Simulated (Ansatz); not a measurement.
Ansatz (an electronic-structure program) input:

Ansatz 0.2 input:
```yaml
crystal:
  periodic: [false, false, false]
  atoms:
    - {symbol: Sb, position_ang: [0.06926109, -0.44654854, 0.01206463]}
    - {symbol: I, position_ang: [-2.80034917, -1.40392318, 0.00871893]}
    - {symbol: I, position_ang: [-0.36021384, 2.32241440, -0.06274586]}
    - {symbol: I, position_ang: [3.09391554, -0.48879357, 0.04241756]}
basis:
  gaussian:
    orbitals: def2-SVPD
total_charge: -1
magnetization: {spin_polarized: true, initial_magnetization: 1}
correlation: {method: ccsd_t, electrons: outside_noble_gas}
output: {forces: true}
```

Q: Predict the final energy.

A: -1129.87053 Eh (CCSD(T)/def2-SVPD). The basis has 137 functions.
